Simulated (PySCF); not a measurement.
Molfile (atoms numbered from 1):
```
C5H16N2Si2
     RDKit          3D

 25 25  0  0  0  0  0  0  0  0999 V2000
   -4.0615    0.1939   -0.6206 C   0  0  0  0  0  0  0  0  0  0  0  0
   -3.0888   -0.9366   -0.9195 C   0  0  0  0  0  0  0  0  0  0  0  0
   -1.6329   -0.5985   -0.6020 C   0  0  2  0  0  0  0  0  0  0  0  0
   -0.6441   -1.7235   -0.9768 C   0  0  0  0  0  0  0  0  0  0  0  0
    0.9913   -1.3097   -0.1453 Si  0  0  1  0  0  4  0  0  0  0  0  0
    1.8344   -0.1455   -1.1178 N   0  0  0  0  0  0  0  0  0  0  0  0
    2.8698    0.7233   -0.6168 C   0  0  0  0  0  0  0  0  0  0  0  0
    0.3898   -0.5855    1.3210 N   0  0  0  0  0  0  0  0  0  0  0  0
   -1.2926   -0.1378    1.2170 Si  0  0  0  0  0  4  0  0  0  0  0  0
   -5.0930   -0.0772   -0.8924 H   0  0  0  0  0  0  0  0  0  0  0  0
   -4.0651    0.4555    0.4510 H   0  0  0  0  0  0  0  0  0  0  0  0
   -3.7972    1.1067   -1.1786 H   0  0  0  0  0  0  0  0  0  0  0  0
   -3.3816   -1.8369   -0.3501 H   0  0  0  0  0  0  0  0  0  0  0  0
   -3.1673   -1.2197   -1.9848 H   0  0  0  0  0  0  0  0  0  0  0  0
   -1.3489    0.3032   -1.1775 H   0  0  0  0  0  0  0  0  0  0  0  0
   -0.5762   -1.8509   -2.0711 H   0  0  0  0  0  0  0  0  0  0  0  0
   -0.9990   -2.6882   -0.5703 H   0  0  0  0  0  0  0  0  0  0  0  0
    1.8349   -2.5000    0.2090 H   0  0  0  0  0  0  0  0  0  0  0  0
    1.8878   -0.3200   -2.1156 H   0  0  0  0  0  0  0  0  0  0  0  0
    2.6393    0.9996    0.4248 H   0  0  0  0  0  0  0  0  0  0  0  0
    3.8860    0.2805   -0.6231 H   0  0  0  0  0  0  0  0  0  0  0  0
    2.9171    1.6663   -1.1873 H   0  0  0  0  0  0  0  0  0  0  0  0
    0.9276   -0.5289    2.1771 H   0  0  0  0  0  0  0  0  0  0  0  0
   -2.1597   -0.9229    2.1605 H   0  0  0  0  0  0  0  0  0  0  0  0
   -1.5427    1.3094    1.5131 H   0  0  0  0  0  0  0  0  0  0  0  0
  1  2  1  0
  2  3  1  0
  3  4  1  0
  4  5  1  0
  5  6  1  0
  6  7  1  0
  5  8  1  0
  8  9  1  0
  9  3  1  0
  1 10  1  0
  1 11  1  0
  1 12  1  0
  2 13  1  0
  2 14  1  0
  3 15  1  6
  4 16  1  0
  4 17  1  0
  5 18  1  1
  6 19  1  0
  7 20  1  0
  7 21  1  0
  7 22  1  0
  8 23  1  0
  9 24  1  0
  9 25  1  0
M  END
```

Geometry: PBE0-D3(BJ)/def2-SVP; GIAO absolute shieldings from PySCF 2.14, gas phase, non-relativistic, averaged over equivalent atoms.

At PBE0/pcSseg-1 (247 basis functions, 82 s wall time on 1 thread of an Arm Neoverse V2, shared host):
```
      atoms  σ (ppm)
         C2    152.0
         C7    156.2
         C3    160.7
         C4    164.2
         C1    167.1
        Si5    364.0
        Si9    367.9
         N6    231.8
         N8    240.8
        H18    25.98
        H25    26.27
        H24    26.57
H20/H21/H22    28.72
        H14    29.60
        H15    29.97
        H13    29.99
H10/H11/H12    30.31
        H16    30.44
        H23    30.64
        H17    30.94
        H19    31.47
```

Question: Estimate the result of repeating the calculation with KT3/pcSseg-1.

Answer: 
| atoms | σ at KT3/pcSseg-1 | change |
| --- | --- | --- |
| C2 | 147.5 | -4.5 |
| C7 | 152.5 | -3.7 |
| C3 | 156.2 | -4.5 |
| C4 | 161.5 | -2.7 |
| C1 | 164.0 | -3.1 |
| Si5 | 382.4 | +18.4 |
| Si9 | 384.8 | +16.9 |
| N6 | 223.5 | -8.3 |
| N8 | 236.6 | -4.2 |
| H18 | 25.97 | -0.01 |
| H25 | 26.36 | +0.09 |
| H24 | 26.66 | +0.09 |
| H20/H21/H22 | 28.70 | -0.02 |
| H14 | 29.57 | -0.03 |
| H15 | 29.90 | -0.07 |
| H13 | 29.94 | -0.05 |
| H10/H11/H12 | 30.34 | +0.03 |
| H16 | 30.42 | -0.02 |
| H23 | 30.66 | +0.02 |
| H17 | 30.92 | -0.02 |
| H19 | 31.42 | -0.05 |

The largest change is at Si5 (silicon bonded to C, 2 N, H, in a 5-membered ring). Cost: 247 basis functions, 79 s wall time on 1 thread of an Arm Neoverse V2, shared host. The order of the carbon signals is the same at both levels.
